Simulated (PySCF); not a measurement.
Structure problem from calculated spectra and properties.

Elements present: C, H and Si. Monoisotopic mass: 182.0947 u.

- UV, first state: lowest singlet excitation: 5.15 eV (241 nm, f = 0.129 summed over 2 states within 0.01 eV) [TDDFT B3LYP/def2-SVPD]
- Dipole: 0.21 D [B3LYP/def2-SVPD]
- Rotational structure: rotational constants A, B, C: 0.893, 0.572, 0.571 GHz [PBE0-D3(BJ)/def2-SVP]
- Triplet: lowest triplet excitation (Tamm–Dancoff): 4.16 eV [TDA B3LYP/def2-SVPD]
- XPS: Si2p3/2 105.3, Si2p3/2 105.4, C1s 289.6 (×3), C1s 289.6 (×3), C1s 289.9 (×3), Si1s 1845.0, Si1s 1845.1 eV [ΔSCF SCAN, pcX-2 on the ionised atom, pcseg-1 elsewhere, spin-free X2C, 2p3/2 from a spin–orbit splitting computed afterwards within the 2p shell]
- UV, strongest line: among the 10 lowest singlet transitions: S8/S9 at 6.45 eV (192 nm, f = 0.157 summed over these states) [TDDFT B3LYP/def2-SVPD]
- 13C NMR: chemical shifts (computed TMS as zero) by class: 144.8 (3 C), 143.2 (3 C), -2.2 (3 C) ppm [GIAO B3LYP/pcSseg-1]

Gas-phase values; electronic properties from PySCF, density fitting. Levels stand in brackets. Isolated species at its PBE0-D3(BJ)/def2-SVP geometry (one conformer only). NMR classes are plain means over equivalent atoms (diastereotopic ones count apart unless rotation or inversion swaps them), as if these changed places fast.

Question: Which formula fits the mass and the elements?

Answer: C9H18Si2 (calculated 182.0947). No other formula that holds each of these elements comes within 0.0003 u with a fitting electron parity and a possible valence count.

Question: Give a SMILES that accounts for the data.

Answer: 9 carbons fall into 3 classes; from least to most shielded: carbon bonded to C and 2 H (144.8 ppm, 3 C), carbon bonded to C, Si and H (143.2 ppm, 3 C), carbon bonded to Si and 3 H (-2.2 ppm, 3 C). The core levels belong to: Si2p3/2 105.3 eV, silicon bonded to 3 C and Si; Si2p3/2 105.4 eV, silicon bonded to 3 C and Si; C1s 289.6 eV, carbon bonded to C, Si and H; C1s 289.6 eV, carbon bonded to Si and 3 H; C1s 289.9 eV, carbon bonded to C and 2 H; Si1s 1845.0 eV, silicon bonded to 3 C and Si; Si1s 1845.1 eV, silicon bonded to 3 C and Si. One atom of each topological class was ionised and stands for its class. The hole state at 289.6 eV has ⟨S²⟩ = 0.83 against 0.75, so that value is less sure. By its constants the optimised geometry is a nearly prolate symmetric top. Structure: Si(vinyl)3(SiMe3), `C=C[Si](C=C)(C=C)[Si](C)(C)C`. The assignments are read from this structure; whether some other isomer fits the data as well wasn't checked.
